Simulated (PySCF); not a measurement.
## Frontier orbitals and the lowest excitations

Compound: C₆H₁₂OSi.
Structure used (PBE0-D3(BJ)/def2-SVP), in Å, numbered top down from 1:
```
atom  x, y, z in Å
Si1    3.3157    0.3331   -0.0956
O2     1.8908   -0.1717    0.6091
C3     0.6222    0.1658    0.1469
C4     0.1582    1.6214    0.3638
C5    -1.1217    1.1025    1.0629
C6    -0.6591   -0.3533    0.8638
C7    -1.1232   -0.9949   -0.4575
C8     0.1561   -0.4917   -1.1690
H9     3.4014   -0.1084   -1.5229
H10    4.4116   -0.2869    0.6956
H11    3.4421    1.8239   -0.0626
H12    0.0237    2.2286   -0.5448
H13    0.8302    2.1572    1.0491
H14   -1.1920    1.4045    2.1174
H15   -2.0732    1.3560    0.5715
H16   -0.6019   -0.9967    1.7518
H17   -1.1938   -2.0910   -0.4169
H18   -2.0750   -0.6062   -0.8502
H19    0.8277   -1.3097   -1.4662
H20    0.0211    0.1836   -2.0280
```

The calculation used TDDFT PBE0/def2-SVPD, vertical, gas phase, core orbitals frozen in the response (PySCF 2.14.0, density-fitted response routines).

Frontier orbitals with the atoms that hold most of them (Löwdin shares over 4%, at most four atoms; ? is withheld):

| orbital | ε (eV) | atoms |
| --- | --- | --- |
| HOMO-3 | -9.12 | C6 17%, C5 12%, C7 12%, O2 7% |
| HOMO-2 | -8.70 | O2 17%, C5 14%, C7 14%, C6 10% |
| HOMO-1 | -7.56 | ? |
| HOMO | ? | ? |
| LUMO | 0.35 | Si1 38%, H11 10%, H9 10%, O2 10% |
| LUMO+1 | 0.65 | Si1 34%, H11 9%, H9 9%, H10 7% |
| LUMO+2 | 0.96 | Si1 16%, C5 8%, C7 8%, C6 7% |

Problem. Give the leading atoms of the HOMO-1.

Solution. C6 (bonded to 3 C and H) 23%; C3 (bonded to 3 C and O) 20%; O2 (bonded to C and Si) 17%; C8 (bonded to 2 C and 2 H) 8%. By element: carbon 50% or more, oxygen 17%.

Problem. Give the leading atoms of the HOMO.

Solution. O2 (bonded to C and Si) 28%; C3 (bonded to 3 C and O) 14%; C4 (bonded to 2 C and 2 H) 12%; C8 (bonded to 2 C and 2 H) 12%. By element: carbon 37% or more, oxygen 28%.

Problem. What is the HOMO energy, and the HOMO–LUMO gap?

Solution. ε(HOMO) = -7.46 eV; the gap is 7.82 eV (0.2873 hartree).

Problem. The HOMO–LUMO gap is 7.82 eV. Where does the response calculation put the lowest singlet, and from which orbitals?

Solution. S1 is at 6.57 eV (f = 0.0041), 1.25 eV below the gap, made of HOMO→LUMO (96%). Without the coupling terms of the response equations the lowest excitation would equal the gap.

Problem. One configuration dominates each of S1, S2, S3 and S4. Which, and how do the shares of the two leading atoms of either orbital change from the occupied to the empty one?

Solution. 
- S1 (6.57 eV, f 0.0041), HOMO→LUMO (96%): O2 28% → 10%, C3 14% → at most 10%, Si1 at most 12% → 38%, H11 at most 12% → 10%
- S2 (6.82 eV, f 0.033), HOMO-1→LUMO (96%): C6 23% → at most 10%, C3 20% → at most 10%, Si1 at most 8% → 38%, H11 at most 8% → 10%
- S3 (7.09 eV, f 0.0017), HOMO→LUMO+1 (94%): O2 28% → at most 8%, C3 14% → at most 8%, Si1 at most 12% → 34%, H11 at most 12% → 9%
- S4 (7.22 eV, f 0.015), HOMO-1→LUMO+1 (81%): C6 23% → at most 8%, C3 20% → at most 8%, Si1 at most 8% → 34%, H11 at most 8% → 9%

Löwdin shares depend on the basis, the more so with diffuse functions.

One conformer stands for the species.
